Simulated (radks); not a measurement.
All-electron atom: Ge III in [Ar] 3d10 4s2.

Method: scalar-relativistic Kohn-Sham, PBE, spin-unpolarised, spherical densities, finite nucleus; Fermi nuclear charge, rms radius 4.0742 fm; computed with a radial shooting solver on a logarithmic mesh with Libxc functionals.

Energy parts (hartree):
| part | energy |
|---|---|
| total | -2097.97943 |
| kinetic | 2136.00805 |
| electron-nucleus | -5034.59361 |
| Hartree | 879.62295 |
| exchange-correlation | -79.01683 |

Orbitals (lengths in bohr, moments of r in powers of bohr; <r^-3> diverges for s and p1/2):
orbital  occ.  eigenvalue (hartree)  <r^-3>
1s          2             -403.5541       -
2s          2             -51.14682       -
2p          6             -44.78781   994.6
3s          2              -6.92508       -
3p          6              -4.98221   134.5
3d         10              -1.80787   14.23
4s          2              -1.07490       -

The highest occupied level is 4s at -29.250 eV. Summed over all electrons, <r^2> = 19.62 bohr^2, which gives a Langevin (diamagnetic) susceptibility term of -15.5 x 10^-6 cm^3/mol. The density falls to 0.001 e/bohr^3 at r = 3.41 bohr. The electron density at the nucleus is 3.21e+04 e/bohr^3 (large components only).
